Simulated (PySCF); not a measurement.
NMR data simulated for an unnamed compound:

1H NMR (400 MHz, computed): δ 8.93 (s, 1H), 7.52 (d, 1H), 7.31 (d, 1H), 4.97 (s, 2H), 4.71 (m, 1H), 4.56 (m, 1H), 3.73 (s, 3H).

13C{1H} NMR (computed): δ 173.4 (C), 164.1 (CH), 152.2 (CH2), 98.2 (CH2), 55.8 (CH3).

PySCF calculation with geometry: GFN2-xTB and GIAO PBE0/pcSseg-1 shieldings; a single conformation, one averaged value for each set of equivalent atoms, no solvent, non-relativistic.

δ = σ(ref) − σ, references computed at the same level: 1H and 13C against TMS.

Which of these does the molecule contain: an N-methyl group, a tert-butyl group, a non-aromatic C=C double bond, a methoxy group, a Si–H bond, a carboxylic acid?

## Answers


- An N-methyl group: no.
- A tert-butyl group: no.
- A non-aromatic C=C double bond: yes.
- A methoxy group: yes (δC 55.8; δH 3.73 (s)).
- A Si–H bond: yes (δH 4.97 (s)).
- A carboxylic acid: no.

The data belong to SMILES C=N/C=N\[SiH2]C(=C)OC, C5H10N2OSi; they needn't prove each group on their own.

Carbon signals by region: 2 in the far downfield region (above 160 ppm), 1 in the sp2 and nitrile region (100–160 ppm), 2 at 50–100 ppm. Above 160 ppm: 173.4, alkene carbon bearing oxygen, 164.1, C=N carbon.

Shifts are as computed. Against solution values, carbons near 30 ppm lie about +3 ppm off and those near 130 ppm about +5 ppm. Of 1309 compounds with measured shifts, 239 miss one by over three times the rms of a fit or turn the order of signals round; such compounds aren't used in these exercises. Multiplicities follow the n + 1 count of equivalent neighbours, as no J values were calculated; m marks all less simple cases, F and P coupling included.
